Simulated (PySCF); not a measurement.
**Electron correlation in F (fluorine, neutral)**

[He] 2s2 2p5, 2P determinant. All numbers are calculated (PySCF 2.14, no relativity, point nucleus, in def2-SVP (3s2p1d, 14 functions)). Frozen: 1s2; 7 electrons correlated.

MP2 pair energies summed by pair of shells (mhartree):

| pair | energy | share (%) |
| --- | --- | --- |
| 2p-2p | -89.84 | 64.9 |
| 2s-2p | -41.29 | 29.8 |
| 2s-2s | -7.26 | 5.2 |

Total MP2 correlation energy: -138.38 mhartree.

Same-spin part -35.42 and opposite-spin part -102.96 mhartree; SCS-MP2 scales them by 1/3 and 6/5 to -135.36 mhartree.

```tsv
level	correlation energy (mhartree)
CCSD	-149.75
(T)	-0.92
CCSD(T)	-150.67
```

Diagnostics: T1 = 0.0034, D1 = 0.0055, largest double amplitude 0.047.

Cost of the coupled-cluster step: 0.07 s of wall time on 1 thread of Neoverse-V2 (shared host), for 7 correlated electrons.

Iterations:

```
CC2 = 0
CCSD nocc = (np.int64(4), np.int64(3)), nmo = (13, 13)
frozen orbitals [[0], [0]]
max_cycle = 100
direct = 0
conv_tol = 1e-08
conv_tol_normt = 1e-06
diis_space = 8
diis_start_cycle = 0
Init t2, MP2 energy = -0.138380505548924
Init E_corr(UCCSD) = -0.138380505563657
cycle = 1  E_corr(UCCSD) = -0.147365079905882  dE = -0.00898457434  norm(t1,t2) = 0.0209614
cycle = 2  E_corr(UCCSD) = -0.149086432748809  dE = -0.00172135284  norm(t1,t2) = 0.0058699
cycle = 3  E_corr(UCCSD) = -0.149761545628561  dE = -0.00067511288  norm(t1,t2) = 0.00246455
cycle = 4  E_corr(UCCSD) = -0.149749493229073  dE = 1.20523995e-05  norm(t1,t2) = 0.000600546
cycle = 5  E_corr(UCCSD) = -0.14974825963644  dE = 1.23359263e-06  norm(t1,t2) = 9.49113e-05
cycle = 6  E_corr(UCCSD) = -0.149749898969876  dE = -1.63933344e-06  norm(t1,t2) = 1.85275e-05
cycle = 7  E_corr(UCCSD) = -0.149749802982864  dE = 9.59870126e-08  norm(t1,t2) = 2.43471e-06
cycle = 8  E_corr(UCCSD) = -0.149749821025937  dE = -1.80430733e-08  norm(t1,t2) = 4.73416e-07
cycle = 9  E_corr(UCCSD) = -0.149749820710777  dE = 3.15159621e-10  norm(t1,t2) = 7.14384e-08
UCCSD converged
E(UCCSD) = -99.4338010212975  E_corr = -0.1497498207107772
UCCSD(T) correction = -0.000915827017217006
```
